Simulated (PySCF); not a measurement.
A structure optimised at PBE0-D3(BJ)/def2-SVP, used in a PySCF frequency run:

```xyz
11

Sn     0.0000     0.5792     0.0000
Si     0.0000    -0.8918     2.1062
Si     0.0000    -0.8918    -2.1062
H      1.3857     1.5920     0.0000
H     -1.3851     1.5928     0.0000
H     -1.2164    -1.7610     2.1168
H      0.0053    -0.0575     3.3468
H      1.2113    -1.7682     2.1111
H      1.2113    -1.7682    -2.1111
H      0.0053    -0.0575    -3.3468
H     -1.2164    -1.7610    -2.1168
```
Charge 0, spin multiplicity 1.

Question: Write its SMILES, formula and point group.

Answer: [SiH3][SnH2][SiH3], H8Si2Sn, Cs

Question: What are its rotational constants (standard atomic weights)?

Answer: 4.5609, 1.6869, 1.2933 GHz
